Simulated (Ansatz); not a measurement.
Species: C$_{2}$HF$_{4}$ (charge 0, doublet). It need not be the lowest isomer of its formula. 
Geometry from a B3LYP-D3(BJ)/def2-TZVP (Ansatz, an electronic-structure program) optimisation:
SMILES: C([CH]F)(F)(F)F
```xyz
7

C      1.1191    -0.2845    -0.1813
F      1.8395     0.6506     0.4251
C     -0.3560    -0.1368    -0.0747
F     -0.7647    -0.0696     1.2037
F     -0.8125     0.9814    -0.6869
F     -0.9480    -1.1915    -0.6604
H      1.5929    -0.8100    -0.9974
```
Charge 0, spin multiplicity 2.

Basis-set convergence of Hartree-Fock and CCSD correlation energies (hartree) with Ansatz. Correlated levels leave the core frozen unless marked. UHF or UKS for open shells. Spin-orbit coupling is left out. Non-relativistic.

```json
[
 {"basis": "cc-pVDZ", "functions": "89", "E(HF)": "-474.04573", "E(corr, CCSD)": "-1.00158"},
 {"basis": "cc-pVTZ", "functions": "194", "E(HF)": "(withheld)", "E(corr, CCSD)": "(withheld)"}
]
```

What belongs in the gaps?


- cc-pVTZ, E(HF): -474.20718
- cc-pVTZ, E(corr, CCSD): -1.29865
